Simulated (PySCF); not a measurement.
Compound: C4H5FN2O.
Z-matrix (Å and degrees, PBE0-D3(BJ)/def2-SVP geometry), rows numbered from 1:
```
F 
C   1  1.3402
O   2  1.3947  1  106.86
C   3  1.3373  2  115.53  1   179.87
C   4  1.3846  3  134.06  2     1.38
C   5  1.4179  4  103.16  3   179.83
N   6  1.3201  5  112.39  4     0.00
N   7  1.3382  6  104.62  5     0.10
H   2  1.1066  1  109.72  3   119.32
H   2  1.1066  1  109.63  3  -119.29
H   5  1.0864  4  128.45  3    -0.11
H   6  1.0898  5  127.73  4   179.91
H   8  1.0118  4  126.31  3    -0.47
```

The calculation used TDDFT CAM-B3LYP/def2-SVPD, vertical, gas phase, core orbitals frozen in the response (PySCF).

Frontier orbitals with the atoms that hold most of them (Löwdin shares over 4%, at most four atoms; ? is withheld):

| orbital | ε (eV) | atoms |
| --- | --- | --- |
| LUMO+2 | 1.79 | H13 29%, O3 29%, N8 10%, C4 8% |
| LUMO+1 | 1.60 | N7 25%, C6 18%, N8 17%, C4 16% |
| LUMO | 1.15 | ? |
| HOMO | ? | ? |
| HOMO-1 | -9.11 | N8 30%, C5 25%, C6 25%, N7 7% |
| HOMO-2 | -9.94 | N7 64%, C6 12%, N8 10%, C5 6% |
| HOMO-3 | -11.40 | O3 24%, C2 20%, F1 18%, H10 10% |

Task: Give the leading atoms of the LUMO.

Result: C2 (bonded to F, O and 2 H) 31%; H10 (bonded to C) 12%; H9 (bonded to C) 12%; C5 (bonded to 2 C and H) 10%. By element: carbon 40% or more, hydrogen 24% or more.

Task: Give the leading atoms of the HOMO.

Result: N7 (bonded to C and N) 27%; C4 (bonded to C, N and O) 18%; O3 (bonded to 2 C) 17%; C5 (bonded to 2 C and H) 17%. By element: carbon 35% or more, nitrogen 27% or more, oxygen 17%.

Task: What is the HOMO energy, and the HOMO–LUMO gap?

Result: ε(HOMO) = -8.16 eV; the gap is 9.32 eV (0.3424 hartree).

Task: How does S1 compare with the orbital gap of 9.32 eV?

Result: S1 is at 6.53 eV (f = 0.018), 2.78 eV below the gap, made of HOMO→LUMO (81%), HOMO→LUMO+2 (9%). Without the coupling terms of the response equations the lowest excitation would equal the gap.

Task: One configuration dominates each of S1, S2 and S5. Which, and how do the shares of the two leading atoms of either orbital change from the occupied to the empty one?

Result: 
- S1 (6.53 eV, f 0.018), HOMO→LUMO (81%): N7 27% → at most 10%, C4 18% → at most 10%, C2 at most 17% → 31%, H10 at most 17% → 12%
- S2 (6.69 eV, f 0.167), HOMO→LUMO+1 (89%): N7 27% → 25%, C4 18% → 16%, C6 at most 17% → 18%
- S5 (7.16 eV, f 0.0097), HOMO-2→LUMO+1 (92%): N7 64% → 25%, C6 12% → 18%

Löwdin shares depend on the basis, the more so with diffuse functions.

One conformer stands for the species.
